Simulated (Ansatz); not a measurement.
Abridged output of a molecular run in Ansatz:

```
Functional definition: HF
1382 factors; integrals over basis functions are off by at most 7.3e-4 eV
mean field evaluation 1: about -10970.8187 eV, gradient 4.9e1 eV
mean field evaluation 2: about -10971.0244 eV, gradient 4.9e1 eV
mean field evaluation 4: about -10975.5962 eV, gradient 3.3e0 eV
mean field evaluation 8: about -10975.6592 eV, gradient 3.0e-1 eV
mean field -10975.65988877 eV, -403.3480613427 hartree, gradient 6.2e-6 eV, S^2 0.000000; 0 other end points of the search recorded, 0 dependent functions left out
7 core orbitals not correlated: weight in the atoms' cores, before any rotation towards them, 1.000 or more for the frozen orbitals, at most 0.000 for the correlated occupied ones
reference -10975.65988877 eV, -403.3480613427 hartree; 17, 17 occupied and 175, 175 virtual orbitals, 1382 factors
second order -26.07738599 eV of doubles, -0.00000000 eV of singles
cycle   1  -25.46754601 eV  change    6.1e-1 eV  update   1.3e-1
cycle   2  -26.17783790 eV  change   -7.1e-1 eV  update   4.3e-2
cycle   3  -26.35120321 eV  change   -1.7e-1 eV  update   2.5e-2
cycle   4  -26.33224436 eV  change    1.9e-2 eV  update   7.7e-3
cycle   5  -26.32743074 eV  change    4.8e-3 eV  update   3.9e-3
cycle   6  -26.33006599 eV  change   -2.6e-3 eV  update   1.4e-3
cycle   7  -26.32985562 eV  change    2.1e-4 eV  update   6.2e-4
cycle   8  -26.32959550 eV  change    2.6e-4 eV  update   2.0e-4
cycle   9  -26.32964128 eV  change   -4.6e-5 eV  update   1.1e-4
cycle  10  -26.32968513 eV  change   -4.4e-5 eV  update   4.4e-5
cycle  11  -26.32962436 eV  change    6.1e-5 eV  update   2.0e-5
cycle  12  -26.32964606 eV  change   -2.2e-5 eV  update   8.7e-6
perturbative correction -0.96414877 eV, -0.0354318138 hartree
Total energy: -11002.95368359 eV, -404.3510898021 hartree
```

Its atoms:

Z-matrix (Å, degrees):
```
Sn
O 1 2.454
O 1 2.022 2 84.3
H 1 1.792 2 85.1 3 -94.3
C 2 1.209 1 117.9 3 -12.5
H 3 0.960 1 112.1 2 -92.5
H 5 1.102 2 120.5 1 3.7
H 5 1.101 2 119.6 1 -176.4
```

Question: Which basis set was used?
A. def2-QZVPP
B. def2-TZVPP
C. cc-pV(D+d)Z
D. cc-pV(Q+d)Z

Answer: B. It gives 199 functions.

Question: Write the keys of the input that set method, charge and spin (a neutral closed shell needs none for the last two).

Answer: 
```yaml
correlation: {method: ccsd_t}
```
